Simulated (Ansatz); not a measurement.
`[F][SbH][SeH]` + `CC[SiH3]` → `[F][SbH][SiH3]` + `CC[SeH]` at 298.15 K and 1 bar (redistribution).

Computed with Ansatz on PBE0-D4/def2-TZVP structures; ΔE is electronic, products minus reactants. CCSD(T)/CBS is the MP2 limit (def2-TZVPP, def2-QZVPP) plus CCSD(T) − MP2 in def2-TZVPP, frozen cores. def2 core potentials past Kr. For Sb, Se outer-core shells are correlated without core-valence functions, which leaves a few kJ/mol of doubt a bond. Scalar relativity is left out up to krypton. One conformer a species, not always the lowest.

| species | CCSD(T)/CBS energy (Eh) | H − E (kJ/mol) | S (J/(mol·K)) |
| --- | --- | --- | --- |
| `[F][SbH][SeH]` | -2741.75603 | 60.7 | 325.8 |
| `CC[SiH3]` | -369.99568 | 252.6 | 298.1 |
| `[F][SbH][SiH3]` | -631.30007 | 105.1 | 332.0 |
| `CC[SeH]` | -2480.41858 | 208.1 | 298.7 |

H − E and S are ideal-gas, rigid-rotor, harmonic terms from PBE0-D4/def2-TZVP, for one conformer and one mirror image of each species. 1 Eh = 2625.50 kJ/mol, R = 8.31446 J/(mol·K).

Task: By hand: ΔE, ΔH, ΔS and ΔG.

Result: ΔE = (-631.30007) + (-2480.41858) − (-2741.75603) − (-369.99568) = 0.03306 Eh = 86.8 kJ/mol. Δ(H − E) = 105.1 + 208.1 − 60.7 − 252.6 = -0.1, so ΔH = 86.7 kJ/mol. ΔS = 332.0 + 298.7 − 325.8 − 298.1 = 6.8 J/(mol·K). ΔG = 86.7 − 298.15 × (6.8)/1000 = 84.7 kJ/mol.

Task: By hand: the equilibrium constant, and the temperature at which ΔG would vanish if ΔH and ΔS stayed fixed.

Result: log₁₀ K = −ΔG/(RT ln 10) = -14.8. ΔG = 0 at ΔH/ΔS = 12750 K, far beyond where these terms or the molecules hold.

The number of gas molecules stays the same, so ΔS is small and ΔH decides. A doubt of 5 kJ/mol in ΔE shifts log₁₀ K by 0.9 here. Other conformers and mirror images would add mixing entropy, several J/(mol·K) or more a flexible species. These are equilibria of isolated gas molecules and say nothing of rates. Largest T1 diagnostic: 0.014 (customary marks: 0.02 for closed shells, 0.045 for open ones).
